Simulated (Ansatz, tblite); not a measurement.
Cost and result up the ladder for Ge(OH)4 (GeO₄H₄) (9 atoms). Charge 0, multiplicity 1. Geometry: PBE-D4/def2-SVP.

Cartesian coordinates in Å:
```
Ge 0.000 0.000 0.000
O -0.789 -1.229 1.018
H -0.256 -2.046 1.015
O -1.293 1.118 -0.499
H -2.135 0.630 -0.576
O 0.836 -0.902 -1.287
H 1.569 -0.363 -1.640
O 1.246 1.013 0.768
H 0.823 1.779 1.200
```

Ansatz on 4 threads of Arm Neoverse V2 on a shared host; xTB runs through tblite on one thread. Times are rough, summed over both states, and most runs start from the orbitals of an earlier one. PBE0-D4/def2-TZVP serves as the yardstick here, not as an exact answer. The other state is a doublet.

The xTB rows come from tblite. HOMO above LUMO, or a gap near zero within one spin, warns that the state may not be the lowest or that an electron is smeared out.

Raw xTB energies of ions are shifted by several eV.

```csv
level,functions,vertical IE (eV),difference from PBE0-D4/def2-TZVP (eV),remarks
PBE-D4/def2-TZVP,196,10.60,-0.81,gap within one spin near zero (+1 doublet)
PBE0-D4/def2-TZVP,196,11.41,0.00,–
GFN2-xTB,29,15.99,4.58,–
r2SCAN-D4/def2-TZVP (with forces),196,10.91,-0.51,gap within one spin near zero (+1 doublet)
GFN1-xTB,33,16.89,5.47,–
```

Problem. Estimate how long each takes.

Solution. GFN2-xTB 0.006 s; GFN1-xTB 0.009 s; PBE-D4/def2-TZVP 4.4 s; PBE0-D4/def2-TZVP 9.1 s; r2SCAN-D4/def2-TZVP (with forces) 12 s. On shared hardware such times vary by a factor of up to 3.
